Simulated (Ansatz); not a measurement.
The cluster Ge₁₂Mo. The state is a singlet with charge 0. Geometry PBE-D4/def2-SVP.

Cartesian coordinates in Å:
```
Mo -0.040 0.148 0.191
Ge 2.364 -1.198 0.016
Ge 1.029 -1.523 -2.126
Ge 1.990 -0.424 2.420
Ge 1.918 0.812 -1.639
Ge -0.720 1.992 -1.577
Ge -1.388 -1.522 -1.457
Ge -2.422 0.503 1.264
Ge 0.743 1.770 1.934
Ge 1.238 2.891 -0.323
Ge -2.742 0.587 -1.309
Ge 0.178 -1.990 1.730
Ge -2.147 -2.048 0.877
```

In the def2 sets Mo takes a core potential, while STO-3G treats all electrons; there is no spin–orbit coupling. Single mean-field runs in def2-SVP, def2-TZVP are fitted with def2-universal-jkfit. The restricted singlet is unstable towards broken spin symmetry in Hartree–Fock (as tested in another run); at HF/STO-3G, PBE-D4/def2-SVP, PBE-D4/def2-TZVP, r2SCAN-D4/def2-TZVP and others this wasn't settled. Another isomer (singlet) lies 1.35 eV lower at PBE0-D4/def2-TZVP; other spin states weren't run for this one.

**Question.** Estimate the orbital energies around the gap (eV) in Ansatz with HF/STO-3G, PBE-D4/def2-SVP, PBE-D4/def2-TZVP, r2SCAN-D4/def2-TZVP, PBE0-D4/def2-TZVP.

**Answer.** 
| orbital | HF/STO-3G | PBE-D4/def2-SVP | PBE-D4/def2-TZVP | r2SCAN-D4/def2-TZVP | PBE0-D4/def2-TZVP |
| --- | --- | --- | --- | --- | --- |
| HOMO−5 | -5.20 | -5.88 | -5.82 | -6.09 | -6.62 |
| HOMO−4 | -4.90 | -5.86 | -5.79 | -6.08 | -6.58 |
| HOMO−3 | -4.77 | -5.81 | -5.75 | -6.03 | -6.49 |
| HOMO−2 | -4.03 | -5.60 | -5.55 | -5.81 | -6.32 |
| HOMO−1 | -3.81 | -5.19 | -5.13 | -5.36 | -5.88 |
| HOMO | -3.66 | -5.10 | -5.05 | -5.27 | -5.71 |
| LUMO | 1.97 | -4.06 | -4.01 | -4.14 | -3.58 |
| LUMO+1 | 2.50 | -3.82 | -3.77 | -3.82 | -3.23 |
| LUMO+2 | 3.29 | -3.76 | -3.70 | -3.81 | -3.16 |
| LUMO+3 | 3.55 | -3.53 | -3.48 | -3.54 | -2.91 |
| LUMO+4 | 3.98 | -3.12 | -3.07 | -3.15 | -2.55 |
| LUMO+5 | 4.30 | -2.98 | -2.93 | -2.96 | -2.38 |
